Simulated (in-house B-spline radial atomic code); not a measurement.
## OLYP excitations of Ba²⁺

Method: OLYP. Computed with an all-electron radial atomic-structure program (B-spline basis): linear response of the closed shell [Kr] 4d10 5s2 5p6 with the functional's adiabatic kernel; scalar-relativistic (spin-free one-electron X2C), finite nucleus, no spin-orbit coupling, no double excitations, S, P, D and F terms only; shells from n = 3 respond. Only terms of natural parity with L up to 3 were computed.

Spin-orbit coupling is strong here, so these LS terms don't match observed levels.

Command:
```bash
python run_td.py task.json out
```
Settings (radii: box in bohr, nucleus in fm):
```
Z                        56
electrons                54
configuration            [Kr] 4d10 5s2 5p6
hamiltonian              x2c
method                   optx,lyp
box_radius               29.48
rms_radius               4.8378
intervals                73
```

Run time, properties included: 4.4 s on 1 thread of Arm Neoverse N1, on a shared host.

The lowest states, in the order of their Tamm-Dancoff energies; the method's threshold (minus the highest occupied level) is 30.94 eV. Labels give the largest channel, * marks a mixed state, and oscillator strengths are full-response dipole values. Semilocal kernels can invert the small singlet-triplet splittings of Rydberg terms. Energies in eV:

| state | full response | Tamm-Dancoff | oscillator strength |
| --- | --- | --- | --- |
| 5p → 5d 3P | ? | ? | - |
| 5p → 5d 3F | 16.937 | 17.027 | - |
| 5p → 6s 3P | 18.033 | 18.048 | - |
| 5p → 5d 1F | 18.154 | 18.173 | - |
| 5p → 6s 1P | 18.314 | 18.335 | 0.305 |
| 5p → 4f 3D | 19.219 | 19.287 | - |
| 5p → 6p 3S | ? | ? | - |
| 5p → 6p 3D | 21.298 | 21.307 | - |
| 5p → 6p 1D | 21.357 | 21.370 | - |
| 5p → 5d 1P | 21.325 | 21.814 | 4.3 |
| 5p → 4f 1D | 21.823 | 21.938 | - |
| 5p → 6p 1S | 22.485 | 22.593 | - |

Question: Where does 5p → 5d 3P lie?

Answer: At 16.742 eV in full response, 16.826 eV in Tamm-Dancoff.

Question: Where does 5p → 6p 3S lie?

Answer: At 21.241 eV in full response, 21.267 eV in Tamm-Dancoff.

Question: How large is the singlet-triplet splitting of 5p → 5d (F terms) in Tamm-Dancoff?

Answer: 1.15 eV, from the unrounded values.

Question: What polarisabilities and dispersion coefficient does the method give?

Answer: Dipole 10.67 bohr³, quadrupole 47.39 bohr⁵, C6 78.36 hartree·bohr⁶ for two such species.
